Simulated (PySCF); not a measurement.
## Te⁺: excitation energy

Te⁺ [Kr] 4d10 5s2 5p3 (4S) → Te⁺ [Kr] 4d10 5s1 5p4 (4P), as a difference of total energies. Computed with PySCF 2.14 in x2c-QZVPPall (13s9p7d4f1g, 112 functions), with the spin-free X2C one-electron Hamiltonian (Gaussian nucleus). Correlated levels: valence: [Kr] 4d10 frozen. The calculations carry no spin-orbit coupling.

| method | excitation energy (eV) |
| --- | --- |
| UHF | 9.277 |
| MP2 (valence) | 9.250 |
| SCS-MP2 (valence) | 9.244 |
| CCSD (valence) | 8.830 |
| CCSD(T) (valence) | 8.702 |

Q: How much does correlation contribute at CCSD(T) (valence)?

A: 8.702 − (9.277) = -0.575 eV, measured against UHF.

A first-order spin-orbit estimate (lowest level to lowest level, LS coupling) adds -0.288 eV.

The coupled-cluster amplitudes are large for the upper state (T1 above 0.03 or a double amplitude above 0.15), so a single reference is strained.
